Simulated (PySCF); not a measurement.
3,4-dimethylphosphinine, C₇H₉P.
Bonds: C1–C2, C2–C3 (aromatic), C3–C4 (aromatic), C4–P5 (aromatic), P5–C6 (aromatic), C6–C7 (aromatic), C7–C8, C2–C7 (aromatic). Hydrogens: H9, H10, H11 on C1; H12 on C3; H13 on C4; H14 on C6; H15, H16, H17 on C8.

Level: wB97X-D/pcSseg-2 in PySCF, non-relativistic, on one gas-phase PBE0-D3(BJ)/def2-TZVP geometry that isn't relaxed in the solvent. The solvent is an IEF-PCM continuum (Bondi radii, 1.10 Å for H, scaled by 1.2). Only the electrostatic response of the medium enters.

Gas phase at wB97X-D/pcSseg-2: HOMO -8.44 eV, LUMO 0.40 eV, dipole 2.56 D.

Q: What does the continuum do to the energy, the frontier levels and the dipole at wB97X-D/pcSseg-2 in chloroform?

A: 
```csv
solvent,ε,E(solvent) − E(gas) (kJ/mol),polarisation term (kJ/mol),distortion of the solute (kJ/mol),HOMO (eV),LUMO (eV),dipole (D)
chloroform,4.711,-10.46,-12.13,1.67,-8.45,0.35,3.39
```

The first energy column is the sum of the next two and covers electrostatics alone.

Q: Which radius a makes the point-dipole formula ΔE = −[(ε − 1)/(2ε + 1)]·μ²/a³ give the value in chloroform, with the gas-phase dipole?

A: μ = 1.006 au and |ΔE| = 0.00398 Eh give a = 2.38 Å; the farthest nucleus lies 3.58 Å from the centroid of the nuclei, so such a sphere wouldn't even hold the nuclei. The formula assumes a rigid point dipole at the centre of a sphere.

The pairwise dispersion term of wB97X-D wasn't added to the energies; at a given geometry it leaves orbitals and properties as they are.
